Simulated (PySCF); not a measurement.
**Stationary points of PrO₂⁺**

All numbers come from PBE0/[Pr def2-SVP with ECP28, O def2-SVP], scalar-relativistic core potentials, density fitting, no spin–orbit coupling, PySCF.

Relaxations began from a few typed shapes; open shells are unrestricted. The search is not exhaustive: other isomers or separated fragments can lie lower, and high-lying points may rest on an excited occupation.

```
                                                 spin  group              bonds         angles  imaginary modes (cm⁻¹)  ΔE (kJ/mol)  ΔE with ZPE (kJ/mol)
                   broken-symmetry Ms = 0 (⟨S²⟩ 0.29)    D∞h  Pr–O 1.672 Å (×2)  O–Pr–O 180.0°                    none          0.0                   0.0
singlet (closed shell, unstable to spin polarisation)    D∞h  Pr–O 1.665 Å (×2)  O–Pr–O 180.0°                    none          3.9                   4.2
```

The lowest minimum found is the broken-symmetry Ms = 0 (⟨S²⟩ 0.29) D∞h: Pr–O 1.672 Å (×2); O–Pr–O 180.0°.

For the lowest minimum: the determinant is spin-contaminated (⟨S²⟩ = 0.29, pure value 0.00).
